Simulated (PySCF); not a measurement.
Molecule: SMILES C[O+](C)COC(F)(F)F, [C₄H₈F₃O₂]+.

Bonds (- single, = double, # triple, : aromatic): C1-O2, O2-C3, O2-C4, C4-O5, O5-C6, C6-F7, C6-F8, C6-F9. C1 carries H10, H11, H12; C3 carries H13, H14, H15; C4 carries H16, H17. Formal charges: O2 +1.

Total charge +1.

Frames of a GFN2-xTB Langevin trajectory at 300 K; GIAO PBE0/pcSseg-1 shieldings in PySCF 2.14.0 with density-fitted response routines, gas phase, non-relativistic; equivalent atoms averaged within each frame.

δ = σ(ref) − σ, references computed at the same level: 13C (186.93 ppm), 1H (31.72 ppm) vs TMS; 17O (336.08 ppm) vs H2O; 19F (170.95 ppm) against CFCl3. The references are static minima.

**Question.** How do the shifts (ppm) fluctuate along the trajectory?

**Answer.** 
| time (fs) | C6 | C4 | C1/C3 | O5 | O2 | F7/F8/F9 | H16/H17 | H10/H11/H12/H13/H14/H15 |
| --- | --- | --- | --- | --- | --- | --- | --- | --- |
| 250 | 129.8 | 108.7 | 79.5 | 151.9 | 45.2 | -71.8 | 7.09 | 5.09 |
| 425 | 130.2 | 111.2 | 77.8 | 114.8 | 57.7 | -54.1 | 6.13 | 4.82 |
| 625 | 132.6 | 115.4 | 77.4 | 149.2 | 64.8 | -57.8 | 6.02 | 4.67 |
| 800 | 126.8 | 116.2 | 73.4 | 142.3 | 62.6 | -75.9 | 6.91 | 4.91 |
| 1000 | 127.8 | 102.1 | 79.3 | 137.5 | 55.4 | -63.5 | 4.66 | 4.77 |
| mean of frames | 129.4 | 110.7 | 77.5 | 139.2 | 57.1 | -64.6 | 6.16 | 4.85 |
| standard deviation | 2.3 | 5.7 | 2.5 | 14.8 | 7.6 | 9.2 | 0.96 | 0.16 |

5 frames give an uncertainty of the mean of about the standard deviation over 2.2 at best, since frames this close in time may not be independent; classical motion lacks zero-point vibration, and the reference would need the same averaging.
